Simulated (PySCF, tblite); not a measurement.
Isomers of C7H14Si2. Level: GFN2-xTB in tblite, geometry and Hessian alike; calculated harmonic values, unscaled, isolated species. The method is semi-empirical: single wavenumbers can be off by several per cent or more. Modes of hydrogen on silicon can be 10 to 20 % off. One conformer each.

Electronic energies: PBE0/pcSseg-1 single points on the GFN2-xTB geometries (PySCF, gas phase).

```tsv
SMILES	electronic energy, lowest = 0 (kJ/mol)
C1=C[C@H](C2CCC2)[SiH2][SiH2]1	4.1
C=CC[SiH2]C#C[SiH2]CC	54.4
C=CCC1=C[C@@H](C)[SiH2][SiH2]1	0.0
CC#C[C@@H]1[SiH2]C[Si@@H]1CC	13.1
```

Task: How do GFN2-xTB zero-point energies change the relative energies?

Result: 
```tsv
SMILES	ZPE (kJ/mol)	of it from modes above 1550 cm⁻¹	electronic (kJ/mol)	with ZPE, lowest = 0 (kJ/mol)	lowest mode (cm⁻¹)	rings
C=CCC1=C[C@@H](C)[SiH2][SiH2]1	470.5	252.6	0.0	0.0	24	1
C1=C[C@H](C2CCC2)[SiH2][SiH2]1	478.5	241.2	4.1	12.1	27	2
CC#C[C@@H]1[SiH2]C[Si@@H]1CC	471.0	251.4	13.1	13.6	3	1
C=CC[SiH2]C#C[SiH2]CC	462.6	257.3	54.4	46.4	7	0
```

The zero-point energies span 15.9 kJ/mol, from `C=CC[SiH2]C#C[SiH2]CC` to `C1=C[C@H](C2CCC2)[SiH2][SiH2]1`. The order is unchanged.

Task: And how do the electronic energies of GFN2-xTB itself compare?

Result: `C=CCC1=C[C@@H](C)[SiH2][SiH2]1` 43.3; `C1=C[C@H](C2CCC2)[SiH2][SiH2]1` 0.0; `CC#C[C@@H]1[SiH2]C[Si@@H]1CC` 112.4; `C=CC[SiH2]C#C[SiH2]CC` 137.5 kJ/mol, lowest = 0. Against the energies above, taken from the same isomer `C=CCC1=C[C@@H](C)[SiH2][SiH2]1`, the largest difference is 56.0 kJ/mol.
